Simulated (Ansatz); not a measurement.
A short molecular-dynamics run on CH₁₁GeNSi₂ (`C[N]([GeH3])[SiH2][SiH3]`).

```yaml
crystal:
  periodic: [false, false, false]
  atoms:
    - {symbol: C, position_ang: [0.558752, -0.067852, -2.168433]}
    - {symbol: N, position_ang: [0.238915, -0.178122, -0.750767]}
    - {symbol: Ge, position_ang: [1.182576, -1.453115, 0.180217]}
    - {symbol: Si, position_ang: [-0.673480, 1.100013, -0.041091]}
    - {symbol: Si, position_ang: [-1.305343, 0.651721, 2.169513]}
    - {symbol: H, position_ang: [0.640235, -1.057702, -2.630650]}
    - {symbol: H, position_ang: [1.499046, 0.467478, -2.354042]}
    - {symbol: H, position_ang: [-0.235530, 0.467259, -2.699176]}
    - {symbol: H, position_ang: [0.583988, -1.548746, 1.590185]}
    - {symbol: H, position_ang: [2.679718, -1.086567, 0.262517]}
    - {symbol: H, position_ang: [1.037078, -2.781619, -0.584729]}
    - {symbol: H, position_ang: [0.056017, 2.408212, -0.046131]}
    - {symbol: H, position_ang: [-1.898699, 1.322457, -0.866063]}
    - {symbol: H, position_ang: [-0.140058, 0.649133, 3.094924]}
    - {symbol: H, position_ang: [-2.233374, 1.736387, 2.595453]}
    - {symbol: H, position_ang: [-2.012740, -0.651538, 2.292675]}
basis:
  gaussian: {orbitals: "6-31G*"}
hamiltonian: {xc: {name: BLYP}, dispersion: d4}
md: {timestep: 0.5 fs, n_steps: 30, ensemble: nvt_langevin, temperature: 500, initial_velocities: maxwell_boltzmann, friction: 0.01, seed: 671}
```

```sh
$ ansatz run in.yaml --threads 4 --pin off --events-out ev --progress --plain --max-ram 11315MiB
```

```
step  time (fs)  potential energy (eV)  kinetic (eV)  T (K)  conserved (eV)
   0        0.0            -74971.2490        0.9695    469               –
   1        0.5            -74971.2465        0.9331    451               –
   2        1.0            -74971.2229        0.8812    426               –
   3        1.5            -74971.1871        0.8172    395               –
   4        2.0            -74971.1442        0.8068    390               –
   5        2.5            -74971.0981        0.7662    370               –
   6        3.0            -74971.0556        0.6798    329               –
   7        3.5            -74971.0234        0.6423    311               –
   8        4.0            -74970.9992        0.5974    289               –
   9        4.5            -74970.9784        0.5945    287               –
  10        5.0            -74970.9588        0.5582    270               –
  11        5.5            -74970.9427        0.5303    256               –
  12        6.0            -74970.9298        0.5564    269               –
  13        6.5            -74970.9144        0.5480    265               –
  14        7.0            -74970.9020        0.5100    247               –
  15        7.5            -74970.8955        0.5138    248               –
  16        8.0            -74970.8920        0.4924    238               –
  17        8.5            -74970.8905        0.5295    256               –
  18        9.0            -74970.8904        0.4971    240               –
  19        9.5            -74970.8897        0.5234    253               –
  20       10.0            -74970.8885        0.4965    240               –
  21       10.5            -74970.8880        0.4751    230               –
  22       11.0            -74970.8833        0.5199    251               –
  23       11.5            -74970.8746        0.5152    249               –
  24       12.0            -74970.8662        0.5212    252               –
  25       12.5            -74970.8627        0.5301    256               –
  26       13.0            -74970.8659        0.5336    258               –
  27       13.5            -74970.8747        0.5526    267               –
  28       14.0            -74970.8873        0.5731    277               –
  29       14.5            -74970.8996        0.5789    280               –
  30       15.0            -74970.9093        0.6256    302               –
```

Velocities are drawn at the set temperature; a run this short doesn't reach equilibrium.

Frames (Å, forces in eV/Å):

```xyz
16
time=0.0 fs
C     0.559   -0.068   -2.168    0.091    0.007   -0.349
N     0.239   -0.178   -0.751   -0.186   -0.121    0.034
Ge    1.183   -1.453    0.180    0.196   -0.282    0.249
Si   -0.673    1.100   -0.041   -0.269    0.361    0.293
Si   -1.305    0.652    2.170    0.017    0.024   -0.056
H     0.640   -1.058   -2.631    0.032   -0.304   -0.161
H     1.499    0.467   -2.354    0.306    0.179   -0.084
H    -0.236    0.467   -2.699   -0.236    0.154   -0.185
H     0.584   -1.549    1.590   -0.077   -0.034    0.224
H     2.680   -1.087    0.263    0.319    0.046    0.032
H     1.037   -2.782   -0.585   -0.014   -0.266   -0.144
H     0.056    2.408   -0.046    0.068    0.202    0.001
H    -1.899    1.322   -0.866   -0.148    0.053   -0.103
H    -0.140    0.649    3.095    0.116    0.000    0.130
H    -2.233    1.736    2.595   -0.123    0.125    0.083
H    -2.013   -0.652    2.293   -0.091   -0.145    0.037
16
time=1.5 fs
C     0.567   -0.071   -2.175    0.816   -0.332   -0.295
N     0.229   -0.189   -0.752    0.028    0.003   -0.211
Ge    1.186   -1.450    0.185   -0.123   -0.379    0.505
Si   -0.679    1.102   -0.044   -0.887    0.111   -0.343
Si   -1.309    0.650    2.169    0.332    0.345    0.008
H     0.613   -1.057   -2.673    0.252   -0.175    0.209
H     1.538    0.469   -2.392   -0.606   -0.233    0.198
H    -0.243    0.413   -2.695   -0.548    0.759   -0.425
H     0.606   -1.575    1.628    0.053    0.041   -0.159
H     2.668   -1.077    0.236    0.554    0.108    0.072
H     1.034   -2.772   -0.582   -0.010   -0.344   -0.154
H     0.043    2.397   -0.051    0.198    0.425    0.013
H    -1.905    1.317   -0.958    0.389   -0.005    0.435
H    -0.102    0.604    3.067   -0.137    0.053   -0.026
H    -2.197    1.777    2.604   -0.039   -0.065    0.084
H    -2.008   -0.643    2.278   -0.273   -0.312    0.089
16
time=3.0 fs
C     0.576   -0.073   -2.184    0.557   -0.472   -0.525
N     0.219   -0.200   -0.755    0.182    0.165   -0.397
Ge    1.190   -1.447    0.191   -0.227   -0.536    0.625
Si   -0.686    1.104   -0.048   -1.175   -0.136   -0.822
Si   -1.311    0.650    2.170    0.478    0.512    0.023
H     0.597   -1.057   -2.711    0.437   -0.051    0.512
H     1.557    0.473   -2.426   -1.044   -0.394    0.386
H    -0.267    0.372   -2.704   -0.265    0.899   -0.267
H     0.625   -1.608    1.660    0.146    0.127   -0.460
H     2.669   -1.065    0.217    0.567    0.108    0.096
H     1.027   -2.766   -0.587    0.028   -0.309   -0.102
H     0.031    2.390   -0.054    0.294    0.584    0.023
H    -1.899    1.310   -1.039    0.647   -0.017    0.810
H    -0.069    0.560    3.037   -0.313    0.116   -0.105
H    -2.163    1.818    2.612    0.052   -0.277    0.074
H    -2.007   -0.642    2.264   -0.363   -0.319    0.129
16
time=4.5 fs
C     0.586   -0.076   -2.194   -0.425   -0.542   -0.791
N     0.211   -0.211   -0.759    0.282    0.350   -0.494
Ge    1.194   -1.445    0.196   -0.077   -0.710    0.513
Si   -0.694    1.105   -0.053   -1.045   -0.098   -1.102
Si   -1.313    0.651    2.171    0.398    0.453   -0.035
H     0.599   -1.061   -2.731    0.523    0.034    0.662
H     1.554    0.472   -2.453   -0.947   -0.293    0.470
H    -0.292    0.347   -2.722    0.354    0.720    0.092
H     0.642   -1.639    1.680    0.188    0.197   -0.612
H     2.686   -1.048    0.199    0.317    0.026    0.114
H     1.017   -2.769   -0.601    0.099   -0.129    0.038
H     0.031    2.399   -0.050    0.215    0.423    0.032
H    -1.878    1.311   -1.100    0.683   -0.010    0.996
H    -0.051    0.528    3.005   -0.334    0.154   -0.089
H    -2.127    1.855    2.625    0.098   -0.461    0.052
H    -2.010   -0.653    2.253   -0.331   -0.112    0.154
16
time=6.0 fs
C     0.597   -0.079   -2.202   -1.590   -0.710   -0.935
N     0.204   -0.219   -0.763    0.396    0.473   -0.521
Ge    1.199   -1.443    0.201    0.202   -0.841    0.205
Si   -0.702    1.107   -0.058   -0.617    0.130   -1.234
Si   -1.313    0.654    2.171    0.119    0.287   -0.109
H     0.607   -1.068   -2.741    0.536    0.117    0.731
H     1.534    0.469   -2.477   -0.433   -0.023    0.493
H    -0.307    0.339   -2.740    0.834    0.473    0.387
H     0.661   -1.661    1.686    0.175    0.241   -0.590
H     2.715   -1.033    0.182   -0.058   -0.093    0.132
H     1.003   -2.778   -0.614    0.183    0.112    0.205
H     0.043    2.418   -0.040    0.007    0.063    0.036
H    -1.841    1.311   -1.145    0.550    0.031    1.032
H    -0.040    0.513    2.972   -0.256    0.149   -0.016
H    -2.100    1.883    2.639    0.145   -0.625    0.012
H    -2.019   -0.669    2.244   -0.193    0.216    0.171
16
time=7.5 fs
C     0.606   -0.085   -2.211   -2.695   -0.926   -0.820
N     0.196   -0.225   -0.769    0.529    0.481   -0.399
Ge    1.205   -1.441    0.207    0.466   -0.845   -0.291
Si   -0.711    1.110   -0.062   -0.039    0.229   -1.160
Si   -1.313    0.656    2.170   -0.238    0.114   -0.271
H     0.621   -1.076   -2.743    0.489    0.164    0.705
H     1.504    0.467   -2.490    0.366    0.383    0.389
H    -0.310    0.345   -2.752    1.078    0.216    0.520
H     0.680   -1.676    1.675    0.101    0.248   -0.369
H     2.747   -1.024    0.168   -0.411   -0.196    0.153
H     0.991   -2.786   -0.625    0.261    0.302    0.337
H     0.054    2.432   -0.025   -0.139   -0.186    0.043
H    -1.784    1.314   -1.169    0.198    0.107    0.853
H    -0.043    0.506    2.942   -0.017    0.111    0.132
H    -2.072    1.900    2.651    0.122   -0.664    0.000
H    -2.034   -0.677    2.244   -0.072    0.461    0.177
16
time=9.0 fs
C     0.611   -0.090   -2.220   -2.936   -0.967   -0.343
N     0.189   -0.230   -0.779    0.628    0.434   -0.161
Ge    1.212   -1.439    0.212    0.583   -0.795   -0.809
Si   -0.718    1.112   -0.066    0.670    0.197   -0.802
Si   -1.313    0.659    2.170   -0.475    0.028   -0.587
H     0.651   -1.081   -2.732    0.376    0.018    0.503
H     1.485    0.470   -2.493    0.929    0.666    0.309
H    -0.291    0.354   -2.751    0.827    0.112    0.339
H     0.698   -1.683    1.663    0.004    0.227   -0.111
H     2.767   -1.020    0.160   -0.580   -0.236    0.171
H     0.993   -2.792   -0.635    0.302    0.439    0.443
H     0.058    2.443   -0.011   -0.217   -0.339    0.051
H    -1.718    1.317   -1.174   -0.370    0.230    0.403
H    -0.050    0.503    2.909    0.323    0.054    0.336
H    -2.047    1.899    2.657    0.007   -0.501    0.063
H    -2.046   -0.666    2.243   -0.072    0.434    0.196
16
time=10.5 fs
C     0.611   -0.097   -2.230   -1.914   -0.680    0.313
N     0.184   -0.233   -0.788    0.659    0.361    0.097
Ge    1.218   -1.438    0.217    0.606   -0.648   -1.288
Si   -0.727    1.115   -0.072    1.408    0.033   -0.246
Si   -1.314    0.661    2.170   -0.480   -0.095   -0.864
H     0.688   -1.083   -2.717    0.225   -0.206    0.242
H     1.486    0.480   -2.491    0.830    0.518    0.382
H    -0.253    0.366   -2.740    0.072    0.218   -0.148
H     0.721   -1.683    1.651   -0.118    0.186    0.190
H     2.777   -1.019    0.158   -0.616   -0.240    0.172
H     0.995   -2.791   -0.637    0.324    0.469    0.482
H     0.061    2.447    0.004   -0.255   -0.397    0.044
H    -1.663    1.320   -1.170   -0.993    0.381   -0.209
H    -0.049    0.503    2.883    0.492    0.007    0.438
H    -2.031    1.884    2.660   -0.147   -0.208    0.173
H    -2.064   -0.645    2.239   -0.095    0.301    0.223
16
time=12.0 fs
C     0.608   -0.105   -2.240   -0.067   -0.095    0.994
N     0.178   -0.235   -0.796    0.615    0.255    0.287
Ge    1.225   -1.436    0.222    0.506   -0.408   -1.464
Si   -0.734    1.119   -0.077    1.857   -0.157    0.142
Si   -1.317    0.665    2.168   -0.199   -0.240   -1.023
H     0.731   -1.086   -2.706    0.053   -0.423    0.007
H     1.511    0.494   -2.474    0.126   -0.015    0.522
H    -0.207    0.385   -2.733   -0.817    0.453   -0.721
H     0.745   -1.677    1.652   -0.194    0.161    0.329
H     2.775   -1.019    0.161   -0.526   -0.198    0.156
H     1.004   -2.776   -0.628    0.303    0.320    0.408
H     0.059    2.444    0.016   -0.225   -0.360    0.043
H    -1.628    1.336   -1.174   -1.387    0.473   -0.642
H    -0.042    0.497    2.865    0.448    0.003    0.413
H    -2.019    1.865    2.663   -0.317    0.142    0.305
H    -2.077   -0.620    2.237   -0.175    0.089    0.242
16
time=13.5 fs
C     0.605   -0.113   -2.247    1.254    0.246    1.252
N     0.172   -0.235   -0.805    0.544    0.137    0.381
Ge    1.231   -1.435    0.226    0.264   -0.019   -1.348
Si   -0.738    1.121   -0.084    1.726   -0.268    0.048
Si   -1.320    0.670    2.166    0.107   -0.334   -1.036
H     0.778   -1.099   -2.701   -0.204   -0.157   -0.014
H     1.540    0.506   -2.450   -0.500   -0.484    0.561
H    -0.171    0.419   -2.741   -1.133    0.388   -0.945
H     0.763   -1.662    1.661   -0.219    0.150    0.332
H     2.762   -1.024    0.163   -0.287   -0.100    0.140
H     1.021   -2.747   -0.606    0.224   -0.054    0.193
H     0.048    2.436    0.025   -0.119   -0.240    0.051
H    -1.622    1.366   -1.190   -1.306    0.424   -0.560
H    -0.032    0.488    2.855    0.290    0.023    0.329
H    -2.015    1.851    2.674   -0.404    0.391    0.378
H    -2.095   -0.593    2.246   -0.236   -0.100    0.237
16
time=15.0 fs
C     0.601   -0.118   -2.253    1.433    0.586    0.983
N     0.167   -0.236   -0.811    0.435    0.059    0.395
Ge    1.238   -1.434    0.231   -0.147    0.396   -1.059
Si   -0.740    1.122   -0.089    1.299   -0.280   -0.315
Si   -1.325    0.673    2.162    0.400   -0.284   -0.774
H     0.824   -1.117   -2.700   -0.521    0.345    0.081
H     1.561    0.504   -2.412   -0.799   -0.649    0.443
H    -0.159    0.466   -2.765   -0.540   -0.236   -0.571
H     0.776   -1.643    1.674   -0.216    0.134    0.242
H     2.739   -1.027    0.171    0.115    0.044    0.112
H     1.044   -2.716   -0.588    0.127   -0.518   -0.073
H     0.037    2.430    0.031   -0.009   -0.128    0.062
H    -1.636    1.404   -1.209   -0.956    0.273   -0.185
H    -0.008    0.475    2.847   -0.107    0.088    0.140
H    -2.022    1.848    2.697   -0.295    0.343    0.314
H    -2.118   -0.572    2.267   -0.219   -0.174    0.206
```

Run time 65 s (4 threads of an Arm Neoverse V1 on a shared host); peak host memory 0.8 GiB.
